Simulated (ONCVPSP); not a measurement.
**Scattering properties, ONCV potential for osmium (Os)**

- Element: Os
- Generator: ONCVPSP 4.0.1
- Type: optimised norm-conserving Vanderbilt (ONCV)
- Functional: LDA (Perdew-Wang 92)
- Relativity: scalar-relativistic
- Frozen core: [Xe] 4f14
- Valence charge: 8
- Reference configuration: 5d6 6s2
- Partial waves: 6s: rc 2.60 bohr, ncon 4, nbas 9, qcut 2.5 1/bohr, 2 projectors, debl 1.3 Ha; p scattering state at 0.46 Ha: rc 2.70 bohr, ncon 3, nbas 6, qcut 3.2 1/bohr, 2 projectors, debl 0.8 Ha; 5d: rc 2.50 bohr, ncon 4, nbas 9, qcut 6 1/bohr, 1 projector
- Local potential: polynomial inside 1.65 bohr (lpopt 4, dvloc0 1 Ha)
- Core correction: Teter function, fcfact 2.25, rcfact 1

In the p channel the program set the typed energies aside and used 0.050, 0.850 Ha.

The phase is arctan(r·R′/R) of the radial function R(r), unwrapped; energies in Ha, scanned from -2 to 5 Ha. A pole is an energy at which the radial function vanishes at the test radius. The pseudo phase is shifted by a multiple of π to meet the all-electron one at the reference energy, and phase errors are pseudo minus all-electron; the curves can meet again beyond the range given. Levels narrower than the energy grid can be missing from the lists of poles.

| channel | radius (bohr) | reference energy (Ha) | poles, all-electron | poles, pseudo | unbroken range about the reference energy with phases within 0.05 rad | phase error 1 Ha above the reference energy (rad) |
| --- | --- | --- | --- | --- | --- | --- |
| s | 2.64 | -0.23 | 0.85 | 0.84 | below 2.4 | -0.000 |
| p | 2.74 | 0.05 | -1.86, 1.46 | 1.42, 1.97 | -1.7 to 1.6 | -0.000 |
| d | 2.53 | -0.24 | 0.03, 3.48 | 0.04, 3.73 | below 0.9 | +0.027 |

Note: no bound ghost flagged; GHOST(+) flagged for s at 31.1 eV, p at 49.6 eV.

Phases in the p channel:

```
E (Ha)  all-electron   pseudo
 -1.98         1.199   -1.808
 -1.62        -1.806   -1.843
 -1.26        -1.882   -1.897
 -0.90        -1.982   -1.992
 -0.54        -2.193   -2.199
 -0.18        -2.840   -2.842
  0.18        -3.990   -3.990
  0.54        -4.422   -4.423
  0.90        -4.585   -4.585
  1.26        -4.674   -4.676
  1.62        -4.739   -4.773
  1.98        -4.802   -7.860
  2.34        -4.881   -7.941
  2.70        -5.023   -8.015
  3.06        -5.475   -8.140
  3.42        -6.987   -8.531
  3.78        -7.516  -10.117
  4.14        -7.664  -10.691
  4.50        -7.735  -10.838
  4.86        -7.778  -10.908
```
